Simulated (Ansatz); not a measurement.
The cluster GaO2H, relaxed as a singlet with RKS B3LYP-D4/def2-TZVP in Ansatz, starting from the GFN2-xTB geometry. Force threshold 0.02 eV/Å.

The structure comes from a short search, and lower isomers may exist.

Start:

Cartesian coordinates in Å:
```
Ga 0.521 0.233 -0.240
O 1.884 0.845 -0.891
O -0.970 -0.522 0.149
H -1.435 -0.556 0.982
```

```csv
step,energy (eV),largest force component (eV/Å),SCF passes
1,-56491.2727,1.000,17
2,-56491.3057,0.682,23
3,-56491.3433,0.504,21
4,-56491.3539,0.229,23
5,-56491.3563,0.015,23
```

Force components are those of the run's own axes.

End:

```xyz
4

Ga    0.478    0.191   -0.310
O     1.896    0.873   -0.815
O    -1.047   -0.580    0.103
H    -1.327   -0.483    1.021
```

By distances, no bond broke or formed. The bond that changes most is Ga1–O3, from 1.72 to 1.76 Å (atoms count from 1).

No frequencies were taken in this run, so the end may be a saddle point.

Run time 3.8 s (4 threads of Arm Neoverse V1 on a shared host).
